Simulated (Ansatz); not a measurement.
[VO4]3- (VO4³⁻), relaxed as a singlet with RKS r2SCAN-D4/def2-SVPD in Ansatz, starting from the GFN2-xTB (ALPB water) geometry. Force threshold 0.02 eV/Å.

A multiply charged anion in the gas phase is held together partly by the finite basis. A triplet lies near this restricted singlet, and broken spin symmetry wasn't tried. The highest occupied level of the charge -3 singlet lies above zero (up to 9.26 eV). The electron is either unbound and held by the finite basis, or the level is raised by self-interaction error.

Start:

```csv
atom,x (Å),y (Å),z (Å)
V1,0.000,0.000,0.000
O2,-0.236,-0.818,-1.421
O3,-0.967,1.345,0.032
O4,1.587,0.460,0.115
O5,-0.384,-0.987,1.274
```

```
step  energy (eV)  largest force component (eV/Å)  SCF passes
   1  -33856.4405                           3.754          46
   2  -33856.9508                           1.357          21
   3  -33857.0441                           0.158          22
   4  -33857.0455                           0.003          22
```

Force components are those of the run's own axes.

End:

Cartesian coordinates in Å:
```
V 0.0000 0.0000 0.0000
O -0.2486 -0.8608 -1.4965
O -1.0190 1.4153 0.0328
O 1.6714 0.4839 0.1216
O -0.4038 -1.0384 1.3421
```

By distances, no bond broke or formed. The bond that changes most is V1–O2, from 1.66 to 1.74 Å (atoms count from 1).

No frequencies were taken in this run, so the end may be a saddle point.

Hardware: 4 threads of Intel Xeon on a shared host. Wall time 25 s.
